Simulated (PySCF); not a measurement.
## Assignment exercise: C₂H₇ClSi

Geometry:
| atom | x (Å) | y (Å) | z (Å) |
| --- | --- | --- | --- |
| C1 | -1.170 | -0.218 | -0.121 |
| C2 | -0.028 | -0.872 | -0.896 |
| Si3 | 1.622 | -0.107 | -0.494 |
| Cl4 | 3.123 | -1.052 | -1.545 |
| H5 | -1.244 | 0.851 | -0.340 |
| H6 | -1.033 | -0.322 | 0.959 |
| H7 | -2.131 | -0.670 | -0.373 |
| H8 | 0.027 | -1.943 | -0.676 |
| H9 | -0.192 | -0.789 | -1.975 |
| H10 | 1.937 | -0.243 | 0.950 |
| H11 | 1.652 | 1.329 | -0.867 |

[PySCF 2.14: GIAO B97-2/pcSseg-2 shieldings; PBE0-D3(BJ)/def2-TZVP structure; in vacuum; a single conformation; rapidly exchanging positions averaged; relativity neglected]

References, each an isolated molecule treated in the same way: ¹³C (σ = 185.38 ppm), ¹H (σ = 31.64 ppm) vs TMS.

Problem. Assign these signals to the numbered atoms. ¹³C{¹H} NMR (computed): δ 11.6, 8.3.

Solution. 
11.6 → C2, sp3 CH2 bonded to Si: an electropositive neighbour leaves it electron-rich and shielded
8.3 → C1, methyl carbon: a saturated carbon with 1 carbon neighbour and no heteroatom attached

Problem. Assign these signals to the numbered atoms. ¹H NMR (400 MHz, computed): δ 5.03 (t, 2H), 1.05 (m, 3H), 1.02 (m, 2H).

Solution. 
5.03 → H10/H11, hydrogen on a silicon bonded to C, Cl
1.05 → H5/H6/H7, hydrogen on a methyl carbon
1.02 → H8/H9, hydrogen on an sp3 CH2 bonded to Si

H5/H6/H7 and H8/H9 lie closer than the usual error of such a calculation, so a measured spectrum could show them in the other order.

Shifts are as computed. Against solution values, carbons near 30 ppm lie about +3 ppm off and those near 130 ppm about +7 ppm. Of 1211 compounds with measured shifts, 218 miss one by over three times the rms of a fit or turn the order of signals round; such compounds aren't used in these exercises. Multiplicities follow the n + 1 count of equivalent neighbours, as no J values were calculated; m marks all less simple cases, F and P coupling included.
